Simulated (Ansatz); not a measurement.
Mulliken charges of `[Cl][Sn]([I])([I])[I]` from r2SCAN/def2-TZVPP in Ansatz (PBE0-D4/def2-TZVP geometry).

```tsv
atom	x (Å)	y (Å)	z (Å)	charge (e)
Cl1	0.022	-0.373	2.307	-0.310
Sn2	0.010	-0.019	0.021	0.837
I3	1.563	-1.857	-1.101	-0.176
I4	-2.494	-0.246	-0.832	-0.176
I5	0.949	2.421	-0.436	-0.176
```

By hand: the dipole of these point charges (1 e Å = 4.8032 D).

Σ q r = (-0.002, 0.044, -0.281) e Å, of length 0.284 e Å = 1.36 D.

How does the dipole of the full density compare? (Estimate.)

Ansatz gave: (-0.001, 0.035, -0.226) e Å, 1.10 D; the point charges give 1.24 times that, at 0° from its direction.

Point charges leave out the atoms' own dipoles, such as those of lone pairs, and Mulliken's split depends on the basis, so the two needn't agree.
